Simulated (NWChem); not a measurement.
C₂H₃FO₂Si; SMILES C=C1O[SiH](F)O1

```xyz
9

C     -0.3573     2.4609     0.0000
C     -0.0690     1.1671     0.0000
O      0.1214     0.3369     1.0875
Si     0.4197    -0.9150     0.0000
F     -0.6723    -2.0850     0.0000
O      0.1214     0.3369    -1.0875
H     -0.4756     2.9850     0.9467
H     -0.4756     2.9850    -0.9467
H      1.7427    -1.5527     0.0000
```
Atoms are numbered in this order, from 1.

Results from NWChem. The geometry was optimised at PBE0/def2-SVP. Total energies of different functionals are on different scales.

```
level                                  energy (Ha)  highest occupied level (eV)  orbital gap (eV)  dipole (D)
-------------------------------------  -----------  ---------------------------  ----------------  ----------
PBE/def2-TZVP                            -617.5569                        -5.73              4.48        1.56
B3LYP/def2-TZVP                          -618.0749                        -6.71              6.12        1.62
PW6B95/def2-TZVP                         -618.6862                            ?                 ?        1.59
BLYP/def2-TZVP                           -617.9962                        -5.58              4.44        1.57
TPSSh/def2-TZVP                          -618.0697                        -6.23              5.56        1.56
LDA (Slater exchange, VWN5)/def2-TZVP    -614.5119                        -5.95              4.41        1.56
```

Question: Complete the blanks.

Answer: 
- PW6B95/def2-TZVP, highest occupied level (eV): -7.04
- PW6B95/def2-TZVP, orbital gap (eV): 6.70
